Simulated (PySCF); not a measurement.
Molecule: SMILES FC(F)(F)[SiH3], CH3F3Si.

Geometry (Å), atoms numbered from 1 in this order:
```xyz
8

F     1.621   -0.169   -1.007
C     0.943   -0.007    0.137
F     1.361    1.142    0.689
F     1.308   -1.001    0.961
Si   -0.968    0.009   -0.157
H    -1.269    1.110   -1.111
H    -1.357   -1.312   -0.720
H    -1.620    0.246    1.159
```

Geometry PBE0-D3(BJ)/def2-SVP throughout; GIAO in PySCF 2.14.0 with density-fitted response routines, gas phase, one conformer, non-relativistic; equivalent atoms averaged; basis pcSseg-2.

For orientation, BP86 gives these absolute shieldings σ: F1/F3/F4 221.7, C2 35.5, Si5 399.2, H6/H7/H8 27.11 ppm.

A run gave: F1/F3/F4 242.2, C2 45.7, Si5 412.6, H6/H7/H8 27.16 ppm (absolute shieldings σ).

Problem. Which functional was used in that run?
A. KT2
B. PBE0
C. BLYP
D. BHandHLYP

Solution. B. F1/F3/F4 tells them apart best: PBE0 gives 242.2, KT2 gives 218.7, BHandHLYP gives 261.3, BLYP gives 221.5 ppm.
